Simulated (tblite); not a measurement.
A geometry optimisation, step by step.

C₆H₁₄FGaO.
Atom-mapped SMILES: `[CH3:1][CH2:2][C@@H:3]1[CH2:4][CH2:5][O+:6]([GaH2-:7][F:8])[CH2:9]1` (hydrogens: H10, H11, H12 on C1; H13, H14 on C2; H15 on C3; H16, H17 on C4; H18, H19 on C5; H20, H21 on Ga7; H22, H23 on C9)

Computed with GFN2-xTB (tblite), gas phase: L-BFGS steps from a force-field or distance-geometry start until the largest atomic force falls under 0.01 eV/Å. 3 of its 202 geometries are shown.

Step 0: E = -817.5467 eV, largest atomic force 3.227 eV/Å
```
atom  x, y, z in Å  |  force x, y, z in eV/Å
C1      3.064   -0.003    0.146    0.453  -0.166  -0.127
C2      1.883    0.646   -0.599    1.679   0.292   0.845
C3      0.679    0.408    0.246   -0.658   0.354  -0.776
C4      0.399   -1.070    0.432    1.092  -0.965   0.621
C5     -1.111   -1.175    0.334    0.271  -1.437   0.527
O6     -1.519    0.141    0.406   -0.428   0.504  -0.354
Ga7    -3.250    0.458    0.077   -2.973   1.223  -0.280
F8     -4.189   -0.097    1.506    0.503  -0.044  -0.352
C9     -0.624    0.767   -0.480    0.471   1.343   0.736
H10     2.918   -1.096    0.228    0.221   0.628  -0.101
H11     3.129    0.403    1.165    0.125  -0.107  -0.401
H12     4.004    0.190   -0.395   -0.346  -0.111   0.365
H13     1.815    0.180   -1.570   -0.209   0.139  -0.365
H14     2.094    1.727   -0.666   -0.181  -0.406  -0.319
H15     0.750    0.970    1.187   -0.101  -0.186  -0.160
H16     0.789   -1.453    1.406   -0.142   0.076  -0.916
H17     0.838   -1.567   -0.451    0.089  -0.268   0.745
H18    -1.329   -1.666   -0.638   -0.511   0.202   0.344
H19    -1.572   -1.719    1.163   -0.093  -0.159  -0.092
H20    -3.814   -0.221   -1.245    0.379  -0.134   0.297
H21    -3.453    2.070    0.013    0.327  -0.567   0.127
H22    -0.793    1.863   -0.532   -0.184  -0.576  -0.087
H23    -0.712    0.272   -1.449    0.215   0.366  -0.277
```

Step 100: E = -818.6559 eV, largest atomic force 0.089 eV/Å
```
atom  x, y, z in Å  |  force x, y, z in eV/Å
C1      3.072    0.278    0.492   -0.022  -0.004  -0.012
C2      1.970    0.578   -0.519    0.021  -0.012   0.014
C3      0.586    0.248    0.029    0.013  -0.054   0.027
C4      0.302   -1.249    0.232   -0.067  -0.059   0.001
C5     -1.207   -1.381   -0.048   -0.033  -0.014  -0.016
O6     -1.676   -0.073   -0.396    0.010  -0.029  -0.010
Ga7    -3.413    0.769    0.454    0.011  -0.058   0.051
F8     -3.248   -0.055    1.994    0.029   0.043  -0.005
C9     -0.559    0.640   -0.905    0.022   0.006   0.025
H10     3.082   -0.775    0.762   -0.028   0.003  -0.029
H11     2.915    0.861    1.397    0.064  -0.007  -0.026
H12     4.042    0.529    0.069   -0.016   0.030   0.060
H13     2.156    0.018   -1.439   -0.058  -0.022   0.019
H14     1.994    1.640   -0.769    0.022   0.008  -0.017
H15     0.443    0.763    0.985   -0.014   0.037  -0.035
H16     0.555   -1.577    1.238   -0.027   0.015  -0.005
H17     0.869   -1.853   -0.478    0.024   0.054  -0.002
H18    -1.402   -2.056   -0.890    0.023  -0.020   0.031
H19    -1.784   -1.711    0.819    0.020   0.006  -0.022
H20    -4.572    0.175   -0.356    0.032  -0.008  -0.042
H21    -2.980    2.244    0.437    0.004   0.027   0.016
H22    -0.796    1.704   -0.892   -0.030   0.025  -0.012
H23    -0.351    0.311   -1.933    0.000   0.032  -0.013
```

Step 201: E = -818.7107 eV, largest atomic force 0.008 eV/Å
```
atom  x, y, z in Å  |  force x, y, z in eV/Å
C1      2.966    0.203    0.550   -0.002   0.000  -0.003
C2      1.915    0.483   -0.517    0.000  -0.001   0.001
C3      0.497    0.298    0.015    0.002  -0.003   0.003
C4      0.119   -1.168    0.312    0.000   0.000   0.003
C5     -1.227   -1.365   -0.397    0.004  -0.002   0.002
O6     -1.718   -0.057   -0.672   -0.001  -0.008   0.002
Ga7    -3.150    0.694    0.692   -0.003   0.001   0.002
F8     -2.186    0.523    2.151    0.001   0.001   0.001
C9     -0.579    0.727   -0.991   -0.001  -0.002   0.002
H10     2.889   -0.819    0.912    0.001   0.004   0.000
H11     2.836    0.875    1.395   -0.002  -0.003  -0.002
H12     3.965    0.350    0.146   -0.002   0.000  -0.003
H13     2.071   -0.180   -1.372    0.006   0.001   0.002
H14     2.026    1.511   -0.870    0.002   0.000   0.003
H15     0.372    0.891    0.926    0.001   0.002   0.000
H16     0.014   -1.327    1.383   -0.003  -0.004  -0.003
H17     0.865   -1.861   -0.076   -0.005   0.003   0.000
H18    -1.107   -1.901   -1.347   -0.002   0.003  -0.001
H19    -1.972   -1.875    0.219    0.001   0.003  -0.002
H20    -4.215   -0.402    0.556    0.001  -0.001   0.000
H21    -3.262    2.144    0.197   -0.001   0.002   0.000
H22    -0.857    1.779   -0.908   -0.001   0.004  -0.005
H23    -0.267    0.504   -2.022    0.004   0.000  -0.001
```

Problem. Summarise the path.

Solution. The energy falls by 26.84 kcal/mol from step 0 to step 201; nine tenths of that is first reached at step 30. It falls at every step. The largest force goes from 3.227 to 0.008 eV/Å. Among the bonds O6–Ga7 changes most, from 1.791 to 2.115 Å; the atoms move by 0.841 Å rms after alignment.

Problem. Follow the three bonds and two angles with the largest change from start to end.

Solution. 
| step | E above end (kcal/mol) | largest force (eV/Å) | O6–Ga7 (Å) | Ga7–H21 (Å) | Ga7–H20 (Å) | H20–Ga7–H21 (°) | O6–Ga7–H20 (°) |
| --- | --- | --- | --- | --- | --- | --- | --- |
| 0 | 26.84 | 3.227 | 1.791 | 1.626 | 1.589 | 110.3 | 114.9 |
| 9 | 6.04 | 0.279 | 2.076 | 1.558 | 1.556 | 125.5 | 96.8 |
| 17 | 3.55 | 0.206 | 2.076 | 1.537 | 1.526 | 125.9 | 97.3 |
| 26 | 2.80 | 0.108 | 2.105 | 1.544 | 1.539 | 124.4 | 100.8 |
| 35 | 2.61 | 0.046 | 2.094 | 1.538 | 1.539 | 124.5 | 103.0 |
| 44 | 2.50 | 0.043 | 2.084 | 1.540 | 1.537 | 124.8 | 103.3 |
| 52 | 2.40 | 0.074 | 2.072 | 1.539 | 1.538 | 124.1 | 103.5 |
| 61 | 2.23 | 0.089 | 2.074 | 1.538 | 1.537 | 125.1 | 102.4 |
| 70 | 2.10 | 0.039 | 2.091 | 1.538 | 1.536 | 125.4 | 101.3 |
| 79 | 2.02 | 0.060 | 2.099 | 1.537 | 1.537 | 124.8 | 101.9 |
| 87 | 1.85 | 0.099 | 2.096 | 1.535 | 1.537 | 125.4 | 103.7 |
| 96 | 1.41 | 0.139 | 2.104 | 1.544 | 1.541 | 125.8 | 104.6 |
| 105 | 1.08 | 0.072 | 2.124 | 1.547 | 1.531 | 123.7 | 103.4 |
| 114 | 0.87 | 0.055 | 2.130 | 1.541 | 1.532 | 124.7 | 100.6 |
| 122 | 0.80 | 0.051 | 2.138 | 1.540 | 1.532 | 126.2 | 99.8 |
| 131 | 0.67 | 0.035 | 2.145 | 1.539 | 1.530 | 126.9 | 100.4 |
| 140 | 0.58 | 0.065 | 2.145 | 1.538 | 1.529 | 126.9 | 100.4 |
| 149 | 0.29 | 0.067 | 2.127 | 1.539 | 1.533 | 126.8 | 98.2 |
| 157 | 0.21 | 0.029 | 2.128 | 1.536 | 1.534 | 126.8 | 98.3 |
| 166 | 0.16 | 0.026 | 2.127 | 1.537 | 1.533 | 126.6 | 99.1 |
| 175 | 0.10 | 0.047 | 2.127 | 1.538 | 1.533 | 126.7 | 99.8 |
| 184 | 0.03 | 0.014 | 2.119 | 1.537 | 1.535 | 126.6 | 99.1 |
| 192 | 0.02 | 0.017 | 2.117 | 1.536 | 1.535 | 126.6 | 99.0 |
| 201 | 0.00 | 0.008 | 2.115 | 1.536 | 1.535 | 126.5 | 99.2 |

The cost below is that of the whole relaxation. Hardware: one thread, Arm Neoverse V2 (aarch64), shared host with 96 logical CPUs at a one-minute load of 26. Cost: 1.4 s wall.
